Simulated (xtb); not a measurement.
HSi, SMILES [SiH] (connectivity only; charge and spin as stated), charge +1, multiplicity 1. All values are semi-empirical tight-binding results from xtb (GFN2-xTB unless named), good for trends rather than for accurate numbers. The structure is a stationary point at GFN2-xTB.

| Property | Result |
|---|---|
| point group as xtb finds it | C∞v |
| orbital gap | 2.39 eV |
| static polarisability (D4 model) | 32.5 bohr³ |
| solvation energy, GFN2-xTB/ALPB(water) | -57.3 kcal/mol |
| solvation energy, GFN2-xTB/ALPB(hexane) | -34.4 kcal/mol |
